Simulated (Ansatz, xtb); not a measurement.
Species: WF₂, charge 0, multiplicity 5. The spin state was set by rule; other spins were not relaxed. SMILES: [W]([F])[F]
Geometry from a B3LYP-D3(BJ)/def2-TZVP (Ansatz, a program for electronic structure) optimisation:
```xyz
3

W      0.0027     0.0031    -0.1202
F      1.7806     0.0207     0.5344
F     -1.8024    -0.0459     0.4537
```
Charge 0, spin multiplicity 5.

Harmonic wavenumbers from GFN2-xTB (xtb, at its own minimum), cm⁻¹: 163, 447, 455.

Task: Give the harmonic wavenumbers at B3LYP-D3(BJ)/def2-TZVP (Ansatz, finite differences of forces, unscaled).

Result: 112, 639, 655 cm⁻¹. Zero-point energy 2.0 kcal/mol.

Task: From these and the geometry, give the ideal-gas thermochemistry at 298.15 K and 1 atm (rigid rotor, harmonic oscillator).

Result: Point group C2v, rotational symmetry number 2. Rotational constants 42.49, 4.141, 3.773 GHz. S(trans) 42.09, S(rot) 22.32, S(vib) 3.98, S(elec, spin only) 3.20, S 71.6 cal/(mol K). H(298) - H(0) 2.99 kcal/mol; G - E(el) -16.3 kcal/mol.
